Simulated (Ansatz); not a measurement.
The Pb1–H2 bond of ClHPb (SMILES [Cl][PbH]) is stretched (multiplicity 1, the rest rigid).
Geometry at rest (charge 0, multiplicity 1):
```xyz
3

Pb    -0.218    -0.213     0.294
H     -1.378    -0.887    -0.999
Cl     1.133     1.077    -1.357
```

Correlated levels freeze the cores. Filled d and f shells under p-block atoms count as core.

Run with Ansatz (Gaussian orbitals).  In def2 rows elements past Kr take small-core potentials, without spin–orbit coupling.

Energies above the point at 1.863 Å (the B3LYP-D3(BJ) bond length), FIC-MRCISD+Q on CASSCF(2,2)/def2-TZVPP (kcal/mol): 4.84 at 1.676 Å; 2.99 at 2.049 Å; 59.31 at 5.961 Å.

Q: Take the last value as the depth D of a Morse curve D(1 − e^(−a(R − R₀)))², fit a and R₀ to the two near points, and test it at 2.515 and 3.260 Å.

A: 
With D = 59.3, both near points (counted from the curve's value at 1.863 Å) are met by a = 1.36 Å⁻¹ and R₀ = 1.862 Å, so k = 2Da² = 218 kcal/(mol Å²). The curve then gives 20.5 and 42.8 kcal/mol; the level itself gives 21.7 and 47.4, so Morse is off by -1.3 and -4.6.

Ansatz is a first-principles code.
